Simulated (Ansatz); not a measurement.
This Ansatz (a first-principles code) input (r2SCAN/3-21G) gives -167.65231 Eh with 29 basis functions. A basis named .json is the Basis Set Exchange file of that set (core-valence sets with the plain set on hydrogen).

Ansatz 0.2 input:
```yaml
crystal:
  periodic: [false, false, false]
  atoms:
    - {symbol: N, position_ang: [-1.10139600, 0.28069552, 0.24706094]}
    - {symbol: C, position_ang: [0.04274511, -0.02393513, -0.00078960]}
    - {symbol: O, position_ang: [1.14816135, -0.19903996, -0.32068421]}
    - {symbol: H, position_ang: [-1.73198952, -0.22893827, 0.84078472]}
basis:
  gaussian:
    orbitals: 3-21G.json
hamiltonian:
  xc: {name: r2SCAN}
magnetization: {spin_polarized: false}
```

Change:
```diff
- orbitals: 3-21G.json
+ orbitals: aug-cc-pVDZ
```

Task: What does the run give now?

Result: -168.62454 Eh (r2SCAN/aug-cc-pVDZ, 78 functions), a change of -972.23 mEh.
